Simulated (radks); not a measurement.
Question: Radial electron density D(r) = 4 pi r^2 rho(r) of an atom or ion with 16 electrons. Calculated with a radial shooting solver on a logarithmic mesh with Libxc functionals: Dirac Kohn-Sham, BLYP, spin-unpolarised, spherical densities, finite nucleus; Fermi nuclear charge, rms radius of each element as measured or else 0.836 A^(1/3) + 0.57 fm.

r (bohr),D(r) (e/bohr)
0.001351,6.816
0.001676,9.580
0.002081,13.33
0.002582,18.32
0.003205,24.78
0.003977,32.88
0.004936,42.61
0.006176,54.06
0.007665,65.56
0.009513,76.11
0.01181,83.90
0.01465,87.23
0.01819,85.46
0.02257,80.16
0.02801,75.51
0.03477,76.66
0.04349,86.31
0.05398,98.57
0.067,102.1
0.08315,87.93
0.1032,61.31
0.1281,40.02
0.159,35.27
0.1973,37.17
0.2448,29.93
0.3063,14.51
0.3802,4.034
0.4718,0.5710
0.5856,0.03650
0.7268,0.0008953

What is the nuclear charge?

Answer: Z = 64. The innermost maximum, from 1s, lies near gamma/Z bohr with gamma = sqrt(1 - (Z/c)^2) = 0.884, here 0.0138 bohr (found: 0.0151), and its height grows with Z. The density is that of the gadolinium ion Gd48+ in [Ne] 3s2 3p4; the configuration itself is not fixed sharply by these data, and Z only to a few units. D(r) has 3 maxima, at r = 0.0151, 0.0633, 0.193 bohr, and minima at 0.0303, 0.153 bohr, inside which lie 2.07, 10.58 electrons.
